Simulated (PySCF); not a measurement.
Be(Et)(SiH3) (C2H8BeSi), SMILES C[CH2][Be][SiH3].

The structure is a stationary point at PBE0-D3(BJ)/def2-SVP. The structure was generated by enumeration; whether it is a known compound was not checked. One conformer was computed; it need not be the lowest.

All values below come from M06-2X/def2-TZVP (PySCF).

```yaml
total_energy: -385.20426 hartree
highest_occupied_level: -8.51 eV
lowest_empty_level: -0.29 eV
orbital_gap: 8.21 eV
dipole_moment: 1.14 D
quadrupole, principal values (traceless, Buckingham form, about the centre of nuclear charge): -6.94, 3.11, 3.83 D·Å
mean_static_polarisability: 70.8 bohr³ (10.49 Å³)
polarisability_principal_values: 62.6, 65.3, 84.5 bohr³
```
